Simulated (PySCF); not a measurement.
# C3H8FSi3: g tensor and hyperfine couplings

Compound: C3H8FSi3 (doublet state).
SMILES with atom numbers: `[F:1][CH2:2][C:3]#[C:4][Si:5]([SiH3:6])[SiH3:7]` (hydrogens: H8, H9 on C2; H10, H11, H12 on Si6; H13, H14, H15 on Si7)

Geometry (GFN2-xTB, Å), atoms numbered from 1 in this order:
```xyz
15
C3H8FSi3 angstrom
F      2.6866    1.4098    2.3397
C      3.0109    0.8941    1.0973
C      1.8296    0.4875    0.3655
C      0.7999    0.1652   -0.1842
Si    -0.6921   -0.3929   -1.1109
Si    -1.3618   -2.4347   -0.2768
Si    -1.9822    1.4314   -1.6735
H      3.5536    1.6849    0.5633
H      3.6713    0.0362    1.2785
H     -2.6101   -2.8028   -0.9581
H     -0.3676   -3.4694   -0.5841
H     -1.6332   -2.5245    1.1630
H     -1.2469    2.3549   -2.5436
H     -3.1379    0.9312   -2.4309
H     -2.5246    2.2370   -0.5729
```

The hyperfine couplings belong to this conformer and change with its torsions.

Method used: UKS B3LYP, pcH-1 on C F H Si, non-relativistic, mean-field spin-orbit, GIAO in PySCF 2.14.0. Geometry: GFN2-xTB; no solvent, vibrations or thermal averaging. A GFN2-xTB geometry isn't a minimum of the functional, and hyperfine couplings can be far from their values at a DFT geometry, by a factor of two or more for some ions and for spin on atoms past the first row. Stability of the SCF solution: not tested.

```json
{"g1, g2, g3": "2.00201, 2.00345, 2.00723", "g_iso": "2.00423", "Form of g": "rhombic: the two nearest values differ by 28 % of g3 − g1", "⟨S²⟩": "0.7564 (exact 0.7500)", "α and β electrons": "39, 38", "HOMO–LUMO gap, α and β orbitals": "4.91, 4.07 eV", "Basis functions": "285"}
```

Isotropic coupling and dipolar principal values T1 to T3, in 10⁻⁴ cm⁻¹; ρ(0) is the spin density at the nucleus (1 × 10⁻⁴ cm⁻¹ = 2.998 MHz):

```json
{"atom": "F1", "isotope": "19F", "a_iso": "20.8", "of which spin–orbit": "0.1", "T1": "-7.2", "T2": "-6.8", "T3": "14.0", "Mulliken spin population": "0.01", "ρ(0) (bohr⁻³)": "0.0148"}
{"atom": "C2", "isotope": "13C", "a_iso": "-1.4", "of which spin–orbit": "0.0", "T1": "-0.1", "T2": "-0.1", "T3": "0.2", "Mulliken spin population": "-0.01", "ρ(0) (bohr⁻³)": "-0.0038"}
{"atom": "C3", "isotope": "13C", "a_iso": "5.0", "of which spin–orbit": "0.0", "T1": "-5.4", "T2": "-4.1", "T3": "9.5", "Mulliken spin population": "0.19", "ρ(0) (bohr⁻³)": "0.0135"}
{"atom": "C4", "isotope": "13C", "a_iso": "-6.8", "of which spin–orbit": "0.0", "T1": "-3.1", "T2": "0.1", "T3": "2.9", "Mulliken spin population": "-0.14", "ρ(0) (bohr⁻³)": "-0.0181"}
{"atom": "Si5", "isotope": "29Si", "a_iso": "-92.8", "of which spin–orbit": "0.3", "T1": "-53.8", "T2": "26.9", "T3": "26.9", "Mulliken spin population": "0.90", "ρ(0) (bohr⁻³)": "0.3141"}
{"atom": "Si6", "isotope": "29Si", "a_iso": "-2.0", "of which spin–orbit": "0.0", "T1": "-1.2", "T2": "0.1", "T3": "1.1", "Mulliken spin population": "-0.01", "ρ(0) (bohr⁻³)": "0.0068"}
{"atom": "Si7", "isotope": "29Si", "a_iso": "-1.8", "of which spin–orbit": "0.0", "T1": "-1.2", "T2": "0.1", "T3": "1.1", "Mulliken spin population": "-0.01", "ρ(0) (bohr⁻³)": "0.0060"}
{"atom": "H8", "isotope": "1H", "a_iso": "2.0", "of which spin–orbit": "0.0", "T1": "-0.5", "T2": "-0.3", "T3": "0.8", "Mulliken spin population": "0.00", "ρ(0) (bohr⁻³)": "0.0013"}
{"atom": "H9", "isotope": "1H", "a_iso": "1.0", "of which spin–orbit": "0.0", "T1": "-0.5", "T2": "-0.3", "T3": "0.8", "Mulliken spin population": "0.00", "ρ(0) (bohr⁻³)": "0.0007"}
{"atom": "H10", "isotope": "1H", "a_iso": "-1.0", "of which spin–orbit": "0.0", "T1": "-0.7", "T2": "-0.4", "T3": "1.1", "Mulliken spin population": "0.00", "ρ(0) (bohr⁻³)": "-0.0007"}
{"atom": "H11", "isotope": "1H", "a_iso": "3.8", "of which spin–orbit": "0.0", "T1": "-0.7", "T2": "-0.4", "T3": "1.1", "Mulliken spin population": "0.00", "ρ(0) (bohr⁻³)": "0.0026"}
{"atom": "H12", "isotope": "1H", "a_iso": "20.9", "of which spin–orbit": "0.0", "T1": "-0.6", "T2": "-0.1", "T3": "0.8", "Mulliken spin population": "0.03", "ρ(0) (bohr⁻³)": "0.0140"}
{"atom": "H13", "isotope": "1H", "a_iso": "2.7", "of which spin–orbit": "0.0", "T1": "-0.7", "T2": "-0.4", "T3": "1.1", "Mulliken spin population": "0.00", "ρ(0) (bohr⁻³)": "0.0018"}
{"atom": "H14", "isotope": "1H", "a_iso": "-1.0", "of which spin–orbit": "0.0", "T1": "-0.7", "T2": "-0.4", "T3": "1.1", "Mulliken spin population": "0.00", "ρ(0) (bohr⁻³)": "-0.0007"}
{"atom": "H15", "isotope": "1H", "a_iso": "22.3", "of which spin–orbit": "0.0", "T1": "-0.7", "T2": "-0.1", "T3": "0.7", "Mulliken spin population": "0.03", "ρ(0) (bohr⁻³)": "0.0150"}
```

Largest spin populations (Mulliken): Si5 (+0.90), C3 (+0.19) and C4 (-0.14). The angles at Si5 add up to 347.2°, so it is slightly pyramidal.

Axes: g3 points within 9° of the C3–C4 bond.

Under fast tumbling the dipolar parts average out, and these isotropic splittings remain: 1 × 19F (F1, I = 1/2, 2 lines) with 2.22 mT, 6 × 1H (H10 (×6), I = 1/2, 7 lines) with 0.85 mT and 2 × 1H (H8/H9, I = 1/2, 3 lines) with 0.16 mT.

Means are taken over nuclei equivalent by connectivity, which assumes that they swap fast. The six 1H nuclei of mean +23.8 MHz run from -3.0 to 67.0 MHz in the frozen geometry.

The 29Si coupling of Si5 (-278.2 MHz) shows only in satellite lines or after enrichment, since that isotope makes up about 4.7 % of natural silicon.

The 13C coupling of C4 (-20.3 MHz) shows only in satellite lines or after enrichment, since that isotope makes up about 1.07 % of natural carbon.

β density exceeds α density at some nuclei, such as C4 (-0.0181) and C2 (-0.0038), spin density in bohr⁻³. In a single determinant that takes different orbitals for the two spins, that is spin polarisation.

The run took 87 s (grids of density and orbitals included) on Arm Neoverse V2, one thread, on a shared host, and the process peaked at 0.95 GiB of memory.
